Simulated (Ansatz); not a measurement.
Isolated molecules relaxed with PBE0-D4/def2-TZVP in Ansatz; ΔE leaves out vibrations. CCSD(T)/CBS adds triple-zeta CCSD(T) − MP2 to the extrapolated MP2 energy (def2 sets, frozen cores). Functionals use def2-TZVPP. One conformer a species, not always the lowest.

Reaction (substitution at a C–C bond): `C=CCOC=O` + `CN[SiH2]Cl` → `C=CN(C)[SiH2]Cl` + `COC=O`

CCSD(T)/CBS gives -0.5 kJ/mol.

(1) Another level gave -10.4 kJ/mol. Which?
A. PBE-QIDH/def2-TZVPP
B. BLYP-D4/def2-TZVPP
C. HF/def2-TZVPP
D. BLYP/def2-TZVPP

Largest T1 diagnostic among the species: 0.015.

## Answers

(1) B. BLYP-D4 -10.4, BLYP -0.4, PBE-QIDH -4.5, HF/def2-TZVPP 10.2 kJ/mol.

Leaving LDA and LC-ωPBE aside and taking each functional with its dispersion term where it has one, the values, not all of them listed here, spread over 10.9 kJ/mol, from revPBE-D4 to ωB97M-V. LDA lies −11.2 kJ/mol from PBE without D4. At CCSD(T), def2-SVP lies −5.6 kJ/mol from the extrapolated value and def2-TZVPP −1.7 kJ/mol. In def2-TZVPP, CCSD(T) changes the Hartree–Fock value by −12.4 kJ/mol (the triples alone add −3.1 kJ/mol) and MP2 by −17.3 kJ/mol.
